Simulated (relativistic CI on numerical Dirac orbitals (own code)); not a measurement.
**Ti3+ in a cubic cluster: 3s photoemission with charge transfer**

Computed with a charge-transfer multiplet model of a cubic metal-ligand cluster with up to 2 ligand holes, Slater and spin-orbit integrals from Dirac-Coulomb-Breit ions, Slater integrals scaled by 0.7. The parameters are those of a tetrahedral site (10Dq negative, t2 hopping the larger). The ground state mixes d1 with configurations of k ligand holes L, whose averages lie at kΔ + k(k − 1)U_dd/2; a core hole lowers each added d electron by U_cd. 300 K, Lorentzian 1.4 eV and Gaussian 0.8 eV FWHM.

Atomic integrals in eV (Slater integrals scaled, ζ unscaled), ground: F2dd 5.756, F4dd 3.579, zeta_d 0.017; with the core hole: F2dd 5.756, F4dd 3.579, zeta_d 0.022, G2cd 7.403. Where a configuration has fewer than two d electrons, the dd integrals are those of d2.

Cluster parameters (eV): Δ = 5.3, U_cd = 4.7, 10Dq = -0.2, 10Dq(ligand) = 0, V(eg) = 1.1, V(t2g) = -1.87, final-state hopping factor = 0.8.

```tsv
Case	n_d	d1	d2L	d3L2	S
U_dd = 1.8 eV	1.47	0.59	0.35	0.06	0.50
U_dd = 3.2 eV	1.45	0.60	0.35	0.05	0.50
U_dd = 3.9 eV	1.44	0.61	0.35	0.05	0.50
U_dd = 5.3 eV	1.42	0.62	0.34	0.04	0.50
U_dd = 6 eV	1.41	0.63	0.34	0.04	0.50
```

Weights, n_d and S are thermal averages at 300 K. Binding energies count from the first peak over 30 % of the highest in each spectrum, which can be another peak from case to case. The parameters are a model scan and need not match a compound or its usual spin state. Peaks in eV (height, largest 100):
- U_dd = 1.8 eV: 0.0 (100), 3.0 (43), 6.1 (20), 9.7 (6)
- U_dd = 3.2 eV: 0.0 (100), 3.0 (41), 6.3 (17), 9.9 (5)
- U_dd = 3.9 eV: 0.0 (100), 2.9 (41), 6.3 (15)
- U_dd = 5.3 eV: 0.0 (100), 2.9 (41), 6.5 (13)
- U_dd = 6 eV: 0.0 (100), 2.9 (41), 6.5 (13)

Curve for U_dd = 5.3 eV (points under 2 left out, the grid thinned):

```tsv
E (eV)	Intensity
-3.9	4.3
-3.5	5.2
-3.2	6.2
-2.9	7.5
-2.5	9.9
-2.1	13.7
-1.8	18.1
-1.5	25.0
-1.1	40.7
-0.7	66.2
-0.4	87.5
-0.1	99.6
0.3	89.7
0.7	63.0
1.0	45.7
1.3	34.9
1.7	29.1
2.1	30.9
2.4	35.5
2.7	39.9
3.1	39.3
3.5	31.6
3.8	25.3
4.1	20.9
4.5	17.5
4.9	15.6
5.2	14.4
5.5	13.5
5.9	13.1
6.3	13.4
6.6	13.4
6.9	12.7
7.3	10.9
7.7	8.7
8.0	7.3
8.3	6.1
8.7	4.8
9.1	4.1
9.4	3.9
9.7	4.1
10.1	4.4
10.5	4.1
10.8	3.5
11.1	2.8
11.5	2.0
```

For the case U_dd = 3.9 eV, Δ = 5.3 eV is larger than U_dd = 3.9 eV, the Mott-Hubbard side of the Zaanen-Sawatzky-Allen scheme. With the core hole the average of the configuration with one ligand hole lies at Δ − U_cd = 0.6 eV before mixing: the effective hopping of about 3.9 eV (from the holes of the mixed ground state) is comparable with this gap or larger, so the configurations mix strongly.

Without intra-shell correlation the exchange splitting of the 3s hole comes out too large.
